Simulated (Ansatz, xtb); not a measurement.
## Relative energy of two isomers of GeH8SSi2

Structure I is `[SiH3][Si@@H](S)[GeH3]`, a singlet and structure II is `[SiH3][GeH]([SiH3])[SH]`, a singlet. Both are isolated molecules in the gas phase, relaxed with B3LYP-D3(BJ)/def2-SVP; the shapes shown needn't be the lowest conformers.

I (Å):

```xyz
12

Ge    0.0257    0.2122    1.6710
S    -2.7968    2.5209    0.8229
Si   -1.4974    0.4638   -1.9560
Si   -0.9799    1.6270    0.0190
H    -0.2910   -0.2155   -2.5171
H    -2.0615    1.3938   -2.9765
H    -2.5200   -0.5740   -1.6268
H    -0.0957    2.7941   -0.2664
H    -3.4318    1.3367    0.9894
H     1.2942   -0.4868    1.1324
H     0.3965    1.0234    2.9291
H    -0.9909   -0.8783    2.0754
```

II (Å):

```
atom    x (Å)    y (Å)    z (Å)
  Ge  -1.6714   1.2061   0.1524
   S  -3.3709  -0.0667  -0.6488
  Si  -0.3804   1.7762  -1.7812
  Si  -0.4647  -0.1465   1.7169
   H  -1.2334   2.4595  -2.7950
   H   0.7341   2.6835  -1.3786
   H   0.1889   0.5291  -2.3669
   H  -2.2490   2.4756   0.8271
   H   0.1391  -1.2970   0.9859
   H  -1.4047  -0.6635   2.7546
   H   0.6179   0.6355   2.3851
   H  -3.8374  -0.4234   0.5708
```

Quicker runs give these differences E(II) − E(I): GFN2-xTB −0.811 eV; HF/STO-3G −0.031 eV (at GFN2-xTB geometries); r2SCAN-D4/def2-SVP −0.049 eV (at GFN2-xTB geometries).

Question: Estimate E(II) − E(I) at the level CCSD(T)/def2-SVP + ΔMP2/def2-TZVPP.

Answer: Too close to call at this level: CCSD(T)/def2-SVP + ΔMP2/def2-TZVPP gives E(II) − E(I) = −0.082 eV.

How the difference moves with the method:

```csv
level,geometry,E(II) − E(I) (eV),departure from the last row (eV),"job, with rough time for the two"
GFN2-xTB,GFN2-xTB,−0.811,−0.729,"optimisation, 1.4 s"
HF/STO-3G,GFN2-xTB,−0.031,+0.050,"single point, 4.1 s"
r2SCAN-D4/def2-SVP,GFN2-xTB,−0.049,+0.033,"single point, 14 s"
B3LYP-D3(BJ)/def2-SVP,B3LYP-D3(BJ)/def2-SVP,−0.069,+0.012,"optimisation, 3.9 min"
HF/def2-SVP,B3LYP-D3(BJ)/def2-SVP,−0.103,−0.022,part of the CCSD(T) run
MP2/def2-SVP,B3LYP-D3(BJ)/def2-SVP,−0.067,+0.014,part of the CCSD(T) run
CCSD(T)/def2-SVP,B3LYP-D3(BJ)/def2-SVP,−0.058,+0.024,single point
CCSD(T)/def2-SVP + ΔMP2/def2-TZVPP,B3LYP-D3(BJ)/def2-SVP,−0.082,,"single point, 1.8 min"
```

As drawn, II has 1 Ge–Si, 1 Ge–S, 2 Si–H in place of 1 Si–Si, 1 S–Si, 2 Ge–H.

The largest departure from CCSD(T)/def2-SVP + ΔMP2/def2-TZVPP is that of GFN2-xTB, 0.729 eV. The last row adds to CCSD(T) the change of the MP2 difference between the two basis sets, here −0.024 eV.

With thermal terms from frequencies at re-optimised GFN2-xTB minima (ideal gas, soft modes damped towards free rotors, one conformer each, 298.15 K, 1 atm): the zero-point term adds −0.008 eV; ΔH is −0.086 and ΔG −0.085 eV.

The correlated steps freeze 24 core orbitals; the filled d shell of Ge is correlated, in a basis made for valence electrons. Mirror images aren't counted in ΔG. Run with Ansatz 0.2.0, xtb 6.7.1; the last row on 2 threads of Intel(R) Xeon(R) Processor @ 2.50GHz (Skylake/Cascade Lake) on a shared host.
